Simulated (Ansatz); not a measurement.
Computed with Ansatz on PBE0-D4/def2-TZVP structures; ΔE is electronic, products minus reactants. CCSD(T)/CBS adds triple-zeta CCSD(T) − MP2 to the extrapolated MP2 energy (def2 sets, frozen cores). DFT in def2-TZVPP. Each species was taken in one conformer, which may not be the lowest.

`C=C(N)S[SiH3]` → `C[SiH]1NCS1`  (isomerisation)

CCSD(T)/CBS gives -30.6 kcal/mol.

(1) Another level gave -28.6 kcal/mol. Which?
A. CCSD(T)/def2-TZVPP
B. B2PLYP/def2-TZVPP
C. PBE/def2-TZVPP
D. ωB97M-V/def2-TZVPP

Largest T1 diagnostic among the species: 0.012.

Results:

(1) B. B2PLYP -28.6, ωB97M-V -31.1, PBE -27.6, CCSD(T)/def2-TZVPP -29.9 kcal/mol.

In def2-TZVPP, CCSD(T) changes the Hartree–Fock value by −0.8 kcal/mol (the triples alone add +0.9 kcal/mol) and MP2 by −2.7 kcal/mol. From PBE to PBE0 (25 % exact exchange), in def2-TZVPP and without D4, ΔE moves by −3.5 kcal/mol.
